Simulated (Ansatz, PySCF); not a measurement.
C2H6Be, charge +1, doublet, geometry from GFN2-xTB (such geometries of metal compounds can be far from the true shape) (a state made from the parent by changing its charge; the spin is typed, not shown lowest), atoms displaced at random by about 0.08 Å a coordinate. Base run: B3LYP/6-31G, gradient in PySCF.

Input for PySCF:
```python
from pyscf import gto, scf, dft

mol = gto.Mole()
mol.atom = '''
    Be    0.03746600    0.03227189   -0.00891271
    C     1.36360947    0.15796677   -1.18234723
    H     2.01028697   -0.68998526   -0.85034387
    H     1.79433701    1.11476544   -0.82026834
    H     0.99094627    0.30854014   -2.16272132
    C    -1.33367328   -0.08148371    1.23734685
    H    -1.97424896   -1.27539791    0.80746844
    H    -2.14644194    0.63208823    0.99969482
    H    -0.91085872   -0.17006177    2.18225250
'''
mol.basis = '6-31g'
mol.charge = 1
mol.spin = 1
mol.verbose = 4
mol.build()

mf = dft.UKS(mol)
mf.xc = 'b3lyp'
mf.kernel()
g = mf.nuc_grad_method()
grad = g.kernel()
```

Programs used: Ansatz (an electronic-structure program), PySCF; a row that names a program was run with it.

The coordinate followed is x of atom 3.

Each row names what was changed in the base input (with any setting that the change needs).

| change | dE/dx (Eh/bohr) | net force (Eh/bohr) |
|---|---|---|
| base | 0.009683 | 0.000009 |
| finite difference step (bohr) = 1e-5; conv_tol = 1e-11 | 0.009692 | - |
| density fitting = on; auxbasis_response = off | 0.009670 | 0.000555 |
| finite difference step (bohr) = 0.2; conv_tol = 1e-11 | 0.009357 | - |
| grids.level = 1; grid_response = on | 0.009630 | 0.000000 |
| grids.level = 5; grid_response = on | 0.009685 | 0.000000 |
| grids.level = 0; grid_response = off | 0.009438 | 0.001002 |
| grids.level = 1; grid_response = off | 0.009694 | 0.000064 |
| grids.level = 0; grid_response = on | 0.009567 | 0.000000 |
| conv_tol = 1e-6 | 0.009697 | 0.000009 |
| finite difference step (bohr) = 0.01; conv_tol = 1e-11 | 0.009691 | - |
| code = ansatz | 0.009685 | 0.000000 |

The net force is zero for an exact gradient.

Open shells are given as the SCF converged; they aren't shown to be the lowest states, and a large step between rows can be another state.
